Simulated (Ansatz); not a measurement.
Relaxation of ClH$_{4}$NSn (7 atoms, charge 0, multiplicity 1), to a largest force component of 0.02 eV/Å in at most 40 steps.

The calculation used RKS LDA/def2-SVP in Ansatz 0.2.0.

```xyz
7
Properties=species:S:1:pos:R:3
N -1.151 -0.007 -0.680
Sn 0.470 -0.012 0.510
Cl 0.970 -2.243 1.014
H -1.277 1.048 -0.957
H -0.949 -0.476 -1.588
H 0.154 0.891 1.986
H 1.844 0.731 -0.331
```

Task: Where does it end, and by what steps?

Result: It converged. After 22 steps the energy has fallen by 0.324 eV; H4 moved furthest, 1.09 Å.

```tsv
step	energy less start (eV)	largest force component (eV/Å)	accepted
0	0.0000	2.034	yes
1	-0.1475	0.942	yes
2	-0.1775	0.313	yes
3	-0.1855	0.108	yes
4	-0.1885	0.210	yes
5	-0.1917	0.071	yes
6	-0.1941	0.062	yes
7	-0.2043	0.179	yes
8	-0.1952	0.701	no
9	-0.2093	0.076	yes
10	-0.2143	0.056	yes
11	-0.2080	0.648	no
12	-0.2173	0.045	yes
13	-0.2188	0.217	yes
14	-0.2201	0.134	yes
15	-0.2276	0.836	yes
16	-0.1469	2.084	no
17	-0.2574	0.645	yes
18	-0.3007	0.548	yes
19	-0.3218	0.096	yes
20	-0.3224	0.092	yes
21	-0.3235	0.032	yes
22	-0.3236	0.004	yes
```

```xyz
7
Properties=species:S:1:pos:R:3
N -0.891 0.419 -0.883
Sn 0.585 0.103 0.454
Cl 0.690 -2.160 1.130
H -1.831 0.221 -0.515
H -0.771 -0.105 -1.761
H 0.209 1.010 1.856
H 2.070 0.443 -0.327
```

Whether the end is a true minimum wasn't checked by a vibrational analysis.

The run took 32 s on 1 thread of Arm Neoverse V2, on a shared host, peak memory 0.14 GiB.
